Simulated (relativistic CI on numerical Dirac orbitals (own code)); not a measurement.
# Electric-dipole lines of As VI

Calculated at this level of theory: Dirac-Coulomb-Breit CI, orbitals from a KLI potential per configuration, QED by a radiative potential, valence Slater integrals scaled by 0.85, P86 correlation energy added to each configuration (own radial code, finite nucleus).

CI space (outside the closed core [Ar]): 3d10, 3d9 4s, 3d9 4p, 3d9 4d, 3d9 5s, 3d9 5p, 3d9 4f, 3d8 4s2, 3d9 5d, 3d9 6s, 3d9 6p, 3d9 5f, 3d9 5g, 3d8 4s 4p, 3d9 6d, 3d9 6f, 3d8 4p2, 3d8 4s 4d, 3d8 4p 4d. Levels of other configurations are missing.

```
λ vac (Å)              Lower               Upper   A (s⁻¹)  E lower (eV)  E upper (eV)
   609.33   3d9 4p 3P°_2 [6]    3d9 4d 3P_2 [21]  7.46e+09        53.912        74.260
   624.99   3d9 4p 3F°_3 [7]    3d9 4d 3G_4 [20]  1.00e+10        54.382        74.220
   638.04   3d9 4p 3F°_4 [9]    3d9 4d 3G_5 [19]  1.06e+10        54.761        74.193
   641.55  3d9 4p 3D°_3 [14]    3d9 4d 3F_4 [31]  9.41e+09        55.772        75.098
   645.84  3d9 4p 1F°_3 [13]    3d9 4d 3F_4 [27]  7.58e+09        55.487        74.684
   812.39   3d9 4d 3G_5 [19]   3d9 4f 3H°_6 [57]  8.65e+09        74.193        89.454
   812.75   3d9 4d 3G_4 [20]   3d9 4f 1H°_5 [58]  8.22e+09        74.220        89.475
   814.95   3d9 4d 3G_3 [29]   3d9 4f 3H°_4 [68]  7.12e+09        74.985        90.199
   820.56   3d9 4d 3F_4 [31]   3d9 4f 3H°_5 [69]  7.93e+09        75.098        90.207
   821.90   3d9 4d 3G_3 [24]   3d9 4f 1G°_4 [63]  5.52e+09        74.580        89.665
   827.69   3d9 4d 3F_4 [27]   3d9 4f 3G°_5 [62]  6.60e+09        74.684        89.664
   829.11   3d9 4d 3F_3 [33]   3d9 4f 3G°_4 [72]  7.09e+09        75.431        90.384
   902.07    3d9 4s 3D_3 [2]    3d9 4p 3F°_4 [9]  2.50e+09        41.016        54.761
   961.41    3d9 4s 3D_3 [2]    3d9 4p 3P°_2 [6]  2.03e+09        41.016        53.912
   1075.7  3d9 4f 3H°_6 [57]   3d9 5g 3I_7 [142]  5.70e+09        89.454       100.980
   1077.6  3d9 4f 1H°_5 [58]   3d9 5g 1I_6 [141]  5.62e+09        89.475       100.980
   1080.1  3d9 4f 3H°_5 [69]   3d9 5g 3I_6 [170]  5.62e+09        90.207       101.686
   1091.3  3d9 4f 3G°_5 [62]   3d9 5g 3H_6 [149]  4.96e+09        89.664       101.025
   1579.5  3d9 5p 3F°_4 [42]    3d9 5d 3G_5 [81]  2.26e+09        85.820        93.669
   1778.6   3d9 5d 3G_5 [81]  3d9 5f 3H°_6 [129]  2.31e+09        93.669       100.641
```

Terms are leading LS components. Brackets give the number of a level in order of energy, since labels repeat. The list gives strong lines, with weight on those to low levels, without lines whose two gauges differ by over a factor of 2.5, among the lowest 362 of 913 levels, so that lines to higher ones, which can be the strongest, are missing. Levels whose partners in the same complex of configurations lie outside the list can be far off, and so can their lines. Rates are taken at the computed energies, electric ones in the length gauge.

At this charge configurations can still be misplaced by up to about 7 % of their energy. 4 of the 4 excited levels that our extract of the measured tables holds in this range could be paired (the sources list more); they are missed by 549 cm⁻¹ on average and 878 at most, and levels without a partner can miss by more.

LS names give the leading component of a level, which can be under half, so a name can repeat, a term be missing and a line seem to break the LS rules.
